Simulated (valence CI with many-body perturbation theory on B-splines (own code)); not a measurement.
## Energy levels of Pm⁵⁵⁺

Method: configuration interaction combined with many-body perturbation theory (CI+MBPT): four valence electrons over a frozen Dirac-Fock core [He], radial functions for each j: 11 s, 11 p, 10 d, 8 f, 5 g, 2 h, with the one-electron correlation potential Σ1, the two-electron term Σ2, the three-electron term Σ3, Breit, model QED; selected CI, second order for the rest, scaled by the run's own slope (own B-spline code, finite nucleus).

The last digits are not significant, and no measured levels were compared; by estimate large intervals hold to a few tenths of a per cent, small ones and those within an open d or f shell to about a per cent. Among the levels kept, up to 900 cm⁻¹ of a level comes from second order outside the variational space, and about a tenth of that is noise between levels of different J, which matters for small intervals.

Levels 46 to 90 of 208, with energies above the lowest level, (2s^2 2p1/2^2) J=0. "Leading %" is the weight of the configuration and term that name the level; weights of strongly mixed levels are sums over their largest components and can fall short, so below about 35 % the name and the second component can differ from the true leading terms, or belong to a minority configuration. In the jj column 3d3/2^4 stands for four electrons in 3d with j = 3/2. Lifetimes count E1, E2, E3, M1 and M2 decay at the calculated energies, and are blank where another channel may lead or the interval is too uncertain; long ones can be off by a factor of two.

```csv
No.,Configuration,Term,J,E (Ry),Leading %,Second component,Lifetime,g,Leading jj
46,2s2p²3s,³P,1,545.71,67,19 % 2s2p²3s ⁵P,8.25 fs,1.561,2s 2p1/2 2p3/2 3s (98 %)
47,2s2p²3s,³D,3,546.46,58,38 % 2s2p²3s ⁵P,15.8 fs,1.437,2s 2p1/2 2p3/2 3s (96 %)
48,2s2p²3s,³P,2,548.02,39,35 % 2s2p²3s ³D,8.48 fs,1.233,2s 2p1/2 2p3/2 3s (97 %)
49,2s2p²3p,⁵P°,1,549.15,39,31 % 2s2p²3p ⁵D°,13.0 fs,1.880,2s 2p1/2 2p3/2 3p1/2 (100 %)
50,2s2p²3p,⁵D°,2,549.85,47,19 % 2s2p²3p ³D°,6.60 fs,1.353,2s 2p1/2 2p3/2 3p1/2 (99 %)
51,2s2p²3s,¹P,1,550.68,26,21 % 2s²2p3p ¹P,15.2 fs,1.158,2s 2p1/2 2p3/2 3s (56 %)
52,2s2p²3s,³P,0,551.05,92,5 % 2s²2p3p ¹S,7.82 fs,,2s 2p1/2 2p3/2 3s (92 %)
53,2s2p²3s,³P,1,551.53,60,32 % 2s2p²3s ³D,15.3 fs,1.205,2s 2p1/2 2p3/2 3s (98 %)
54,2s2p²3s,¹D,2,551.61,40,29 % 2s2p²3s ³P,17.3 fs,1.205,2s 2p1/2 2p3/2 3s (90 %)
55,2s²2p3p,³D,3,551.76,95,,136 fs,1.323,2s^2 2p3/2 3p3/2 (95 %)
56,2s2p²3p,³D°,3,551.87,33,26 % 2s2p²3p ³F°,4.12 fs,1.225,2s 2p1/2 2p3/2 3p1/2 (98 %)
57,2s²2p3p,¹P,1,552.32,30,20 % 2s²2p3p ³S,15.2 fs,1.299,2s^2 2p3/2 3p3/2 (54 %)
58,2s²2p3p,³P,2,553.69,56,31 % 2s²2p3p ¹D,63.3 fs,1.298,2s^2 2p3/2 3p3/2 (87 %)
59,2s2p²3p,³P°,2,553.93,41,17 % 2s2p²3p ⁵S°,7.31 fs,1.486,2s 2p1/2 2p3/2 3p1/2 (98 %)
60,2s²2p3p,¹S,0,555.20,62,30 % 2s²2p3p ³P,72.8 fs,,2s^2 2p3/2 3p3/2 (92 %)
61,2s2p²3p,³P°,0,555.81,46,24 % 2s2p²3p ⁵D°,2.96 fs,,2s 2p1/2 2p3/2 3p1/2 (92 %)
62,2s2p²3p,³D°,1,555.88,56,16 % 2s2p²3p ³P°,2.91 fs,0.889,2s 2p1/2 2p3/2 3p1/2 (92 %)
63,2s2p²3p,³F°,2,555.99,40,20 % 2s2p²3p ¹D°,2.87 fs,0.920,2s 2p1/2 2p3/2 3p1/2 (85 %)
64,2s²2p3d,³D°,2,557.16,40,25 % 2s²2p3d ¹D°,2.46 fs,1.000,2s^2 2p3/2 3d3/2 (82 %)
65,2s²2p3d,³F°,3,557.54,52,28 % 2s²2p3d ¹F°,1.75 fs,1.091,2s^2 2p3/2 3d3/2 (94 %)
66,2s²2p3d,³P°,1,557.86,53,34 % 2s²2p3d ³D°,1.58 fs,1.081,2s^2 2p3/2 3d3/2 (91 %)
67,2s²2p3d,³P°,0,558.02,92,,2.13 fs,,2s^2 2p3/2 3d3/2 (92 %)
68,2s2p²3p,³D°,1,558.79,30,28 % 2s2p²3p ¹P°,7.69 fs,1.114,2s 2p1/2 2p3/2 3p1/2 (98 %)
69,2s²2p3d,³F°,4,559.77,97,,15.9 ps,1.236,2s^2 2p3/2 3d5/2 (97 %)
70,2s²2p3d,³P°,2,560.56,46,36 % 2s²2p3d ¹D°,1.86 fs,1.244,2s^2 2p3/2 3d5/2 (96 %)
71,2s²2p3d,³D°,3,561.58,53,37 % 2s²2p3d ¹F°,928 as,1.210,2s^2 2p3/2 3d5/2 (86 %)
72,2s2p²3p,⁵D°,3,562.17,46,31 % 2s2p²3p ⁵P°,8.66 fs,1.473,2s 2p1/2 2p3/2 3p3/2 (91 %)
73,2s²2p3d,¹P°,1,562.27,56,22 % 2s²2p3d ³P°,1.40 fs,1.134,2s^2 2p3/2 3d5/2 (87 %)
74,2s2p²3p,⁵P°,1,562.71,25,20 % 2s2p²3p ³D°,4.52 fs,1.548,2s 2p1/2 2p3/2 3p3/2 (87 %)
75,2s2p²3p,³D°,2,563.55,43,19 % 2s2p²3p ⁵S°,6.18 fs,1.459,2s 2p1/2 2p3/2 3p3/2 (95 %)
76,2s2p²3p,³P°,0,564.49,82,13 % 2s2p²3p ⁵D°,3.71 fs,,2s 2p1/2 2p3/2 3p3/2 (99 %)
77,2s2p²3p,³F°,4,564.75,59,40 % 2s2p²3p ⁵D°,993 fs,1.329,2s 2p1/2 2p3/2 3p3/2 (98 %)
78,2s2p²3p,³P°,2,564.94,38,20 % 2s2p²3p ¹D°,6.31 fs,1.353,2s 2p1/2 2p3/2 3p3/2 (81 %)
79,2s2p²3p,¹P°,1,565.49,29,15 % 2s2p²3p ³P°,4.16 fs,1.109,2s 2p1/2 2p3/2 3p3/2 (75 %)
80,2s2p²3p,³D°,3,566.30,51,26 % 2s2p²3p ¹F°,6.41 fs,1.285,2s 2p1/2 2p3/2 3p3/2 (98 %)
81,2s2p²3d,⁵F,2,566.97,45,17 % 2s2p²3d ³P,4.19 fs,1.165,2s 2p1/2 2p3/2 3d3/2 (99 %)
82,2s2p²3d,⁵D,1,567.10,50,21 % 2s2p²3d ⁵F,5.32 fs,1.186,2s 2p1/2 2p3/2 3d3/2 (99 %)
83,2s2p²3d,⁵D,0,567.16,84,15 % 2s2p²3d ³P,21.6 fs,,2s 2p1/2 2p3/2 3d3/2 (100 %)
84,2p³3s,³P°,2,567.30,27,15 % 2p³3s ⁵S°,30.2 fs,1.469,2p1/2^2 2p3/2 3s (57 %)
85,2s2p²3d,⁵F,3,567.59,54,14 % 2s2p²3d ³F,4.71 fs,1.188,2s 2p1/2 2p3/2 3d3/2 (95 %)
86,2p³3s,¹P°,1,568.40,18,16 % 2p³3s ³D°,7.89 fs,1.248,2p1/2^2 2p3/2 3s (59 %)
87,2s2p²3p,³D°,3,569.50,44,36 % 2s2p²3p ³F°,9.46 fs,1.166,2s 2p1/2 2p3/2 3p3/2 (99 %)
88,2s2p²3d,⁵F,4,569.55,46,32 % 2s2p²3d ³G,567 fs,1.194,2s 2p1/2 2p3/2 3d3/2 (74 %)
89,2s2p²3p,³D°,2,569.75,29,15 % 2s2p²3p ³P°,7.87 fs,1.353,2s 2p1/2 2p3/2 3p3/2 (84 %)
90,2s2p²3d,³F,3,570.18,28,17 % 2s2p²3d ⁵P,1.58 fs,1.281,2s 2p1/2 2p3/2 3d3/2 (90 %)
```
